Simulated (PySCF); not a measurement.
## Steps of a relaxation of [Bi(H2O)2]3+

[Bi(H2O)2]3+ (singlet; a saddle point, relaxed within its symmetry). PySCF 2.14.0, RKS PBE0, Bi def2-SVP with ECP60, O def2-SVP, H def2-SVP; non-relativistic Hamiltonian with scalar-relativistic core potentials where named; density fitting; no spin-orbit coupling. Origin of the start: template. Columns: position (Å) and force (eV/Å). Energies are counted from the last step; some of the 4 steps are shown. Forces carry noise of the integration grid, about 0.01 to 0.03 eV/Å.

Run from Python with OMP_NUM_THREADS=2. Where DIIS fails, smearing, a level shift and second-order steps follow.
It took 5.7 s on 2 threads of Intel(R) Xeon(R) Platinum 8488C (Sapphire Rapids), on a shared host, from the converged density of the start.

```xyz
7
step 0  E = 0.063 eV
Bi    0.0000    0.0000    0.0000     0.00    0.00    0.00
O     0.0000    0.0000    2.3000     0.00    0.00   -1.48
H     0.5445    0.5445    2.8900     0.69    0.69    0.74
H    -0.5445   -0.5445    2.8900    -0.69   -0.69    0.74
O     0.0000    0.0000   -2.3000     0.00    0.00    1.48
H     0.5445   -0.5445   -2.8900     0.69   -0.69   -0.74
H    -0.5445    0.5445   -2.8900    -0.69    0.69   -0.74
```

```xyz
7
step 1  E = 0.001 eV
Bi    0.0000    0.0000    0.0000     0.00    0.00    0.00
O     0.0000    0.0000    2.2943     0.00    0.00   -0.03
H     0.5600    0.5600    2.9007    -0.05   -0.05    0.02
H    -0.5600   -0.5600    2.9007     0.05    0.05    0.02
O     0.0000    0.0000   -2.2943     0.00    0.00    0.03
H     0.5600   -0.5600   -2.9007    -0.05    0.05   -0.02
H    -0.5600    0.5600   -2.9007     0.05   -0.05   -0.02
```

```xyz
7
step 2  E = 0.000 eV
Bi    0.0000    0.0000    0.0000     0.00    0.00    0.00
O     0.0000    0.0000    2.2944     0.00    0.00   -0.01
H     0.5575    0.5575    2.9041    -0.01   -0.01    0.01
H    -0.5575   -0.5575    2.9041     0.01    0.01    0.01
O     0.0000    0.0000   -2.2944     0.00    0.00    0.01
H     0.5575   -0.5575   -2.9041    -0.01    0.01   -0.01
H    -0.5575    0.5575   -2.9041     0.01   -0.01   -0.01
```

Task: Where does the relaxation end?

Result: It converges at step 3 in D2d:
```xyz
7
step 3  E = 0
Bi    0.0000    0.0000    0.0000
O     0.0000    0.0000    2.2946
H     0.5569    0.5569    2.9054
H    -0.5569   -0.5569    2.9054
O     0.0000    0.0000   -2.2946
H     0.5569   -0.5569   -2.9054
H    -0.5569    0.5569   -2.9054
```

Task: How did the contacts change?

Result: 
```
     contact  start (Å)  end (Å)
Bi1–O2 (H2O)      2.300    2.295
Bi1–O5 (H2O)      2.300    2.295
```
